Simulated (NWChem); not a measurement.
System: ZnH2S2; SMILES [SH][Zn][SH]

Here is an NWChem input.

```
start job
memory heap 200 mb stack 900 mb global 1100 mb
geometry units angstroms noautoz
  Zn     0.000000     0.000000    -0.070159
  S      2.167854    -0.185228    -0.080710
  H      2.317683     0.775339     0.860072
  S     -2.167854     0.185228    -0.080710
  H     -2.317683    -0.775339     0.860072
end
basis spherical
  * library def2-svp
end
dft
  xc xpbe96 cpbe96
  iterations 150
  mulliken
end
task dft energy
```

The geometry was optimised at PBE0/def2-SVP.

Question: What results follow from this input? (PBE/def2-SVP.) Quantities: energy (Ha); highest occupied level (eV); orbital gap (eV); dipole (D).

Answer: 
```
Item                           Result
---------------------------  --------
energy (Ha)                  -2575.92
highest occupied level (eV)     -5.94
orbital gap (eV)                 4.36
dipole (D)                       1.17
```
